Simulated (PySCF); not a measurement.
**Quadrupolar nuclei of `C/C=C/O[SiH2]O` in NMR**

C3H8O2Si.
Z-matrix (Å and degrees, GFN2-xTB geometry), rows numbered from 1:
```
C 
C   1  1.4916
C   2  1.3240  1  123.85
O   3  1.3479  2  122.39  1   179.37
Si  4  1.6154  3  130.86  2   171.37
O   5  1.6175  4   99.54  3   174.32
H   1  1.0870  2  110.77  3    -1.70
H   1  1.0896  2  110.29  3  -122.28
H   1  1.0900  2  110.38  3   118.96
H   2  1.0802  1  116.91  3  -179.88
H   3  1.0847  2  121.62  1    -0.27
H   5  1.4629  4  111.02  3   -67.84
H   5  1.4633  4  111.76  3    56.43
H   6  0.9504  5  120.39  4   179.38
```

Computed at PBE0/pcSseg-1 (PySCF, non-relativistic):

| atom | environment | nucleus | spin I | Q (b) | CQ = χzz (MHz) | η |
| --- | --- | --- | --- | --- | --- | --- |
| O4 | silyl ether oxygen | 17O | 5/2 | -0.0256 | -9.525 | 0.207 |
| O6 | silanol oxygen | 17O | 5/2 | -0.0256 | -9.098 | 0.599 |

Q: Which field gradients stand behind these couplings (CQ in MHz = 234.96 × Q in b × Vzz in au)?

A: Vxx = −Vzz(1 − η)/2 and Vyy = −Vzz(1 + η)/2, in au:

```json
{"atom": "O4", "Vxx (au)": "-0.628", "Vyy (au)": "-0.956", "Vzz (au)": "1.584", "Vzz (10²¹ V/m²)": "15.39"}
{"atom": "O6", "Vxx (au)": "-0.303", "Vyy (au)": "-1.209", "Vzz (au)": "1.512", "Vzz (10²¹ V/m²)": "14.70"}
```

Q: At 7.05 T, set νQ = 3|CQ|/[2I(2I − 1)] beside the Larmor frequency (|g| × 7.62259 MHz/T × B; g(17O) = −0.75752), and give PQ = |CQ|√(1 + η²/3).

A: 
```
atom  PQ (MHz)  νQ (MHz)  ν0 (MHz)  νQ/ν0
  O4     9.593     1.429     40.71  0.035
  O6     9.627     1.365     40.71  0.034
```

For O4: PQ = 9.525 × 1.0071, νQ = 9.525 × 0.1500, ν0 = 5.7742 MHz/T × 7.05 T.

Q: Second-order quadrupolar shift of the central transition's centre of gravity (half-integer spins, νQ < ν0/10) at 7.05, 14.1 and 18.8 T.

A: From −(3/40)(PQ/ν0)²[I(I + 1) − 3/4]/[I(2I − 1)]², which goes as 1/B² (ppm):

```json
{"site": "17O at O4", "7.05 T": "-333", "14.1 T": "-83.3", "18.8 T": "-46.9"}
{"site": "17O at O6", "7.05 T": "-336", "14.1 T": "-83.9", "18.8 T": "-47.2"}
```

The couplings are those of the rigid, isolated species; surroundings and motion change them. GFN2-xTB bond lengths can be off by several hundredths of an ångström, more for odd bonds, and the gradients follow them. With a basis this small, the couplings can be 20 % off.

These values come from a run that also computed NMR shieldings. The run took 14 s on Intel Xeon Platinum 8488C, one thread, no GPU, shared host with 96 logical CPUs at a one-minute load of 10, and the process peaked at 0.71 GiB of memory.

One conformer stands for the species.
